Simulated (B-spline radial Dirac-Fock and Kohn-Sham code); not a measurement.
# Photoemission from Se⁺ at 7580 eV, detector at θ = 54.7°, φ = 180°

System: selenium as Se⁺, [Ar] 3d10 4s2 4p3. These are calculated numbers from an atomic code on a B-spline grid; the model is Dirac-Hartree-Slater photoionisation with a Latter tail; cross sections with all multipoles, angular parameters from the dipole term and its interference with E2. Thresholds are orbital energies of the model. For linearly polarised light dσ/dΩ = σ/(4π) [1 + β P₂(cos θ) + (δ + γ cos²θ) sin θ cos φ], with θ from the polarisation vector and φ the angle between the beam and the projection of the electron momentum on the plane normal to the polarisation. The dipole factor is 1 + βP₂ and the non-dipole term is the rest of the bracket. Open shells are filled statistically over j.

```csv
subshell,threshold (eV),σ (kb),β,γ,δ,dipole factor,non-dipole term,dσ/dΩ (kb/sr)
2s,1652.2,4.50,2.00,0.68,0.000,1.002,-0.185,0.292
2p1/2,1492.0,2.07,1.15,1.31,0.113,1.001,-0.450,0.0909
2p3/2,1449.1,3.75,1.16,1.34,0.112,1.001,-0.456,0.163
3s,236.7,0.712,2.00,0.84,0.000,1.002,-0.230,0.0437
3p1/2,180.4,0.282,1.08,1.31,0.113,1.001,-0.449,0.0124
3p3/2,174.2,0.510,1.09,1.33,0.112,1.001,-0.453,0.0222
3d3/2,75.42,0.0288,0.52,1.16,0.365,1.000,-0.615,0.000884
3d5/2,74.45,0.0408,0.51,1.16,0.370,1.000,-0.618,0.00124
4s,30.64,0.0807,2.00,0.87,0.000,1.002,-0.236,0.00492
4p1/2,18.99,0.0113,1.07,1.31,0.113,1.001,-0.448,0.000497
4p3/2,18.50,0.0203,1.08,1.33,0.112,1.001,-0.453,0.000886
```
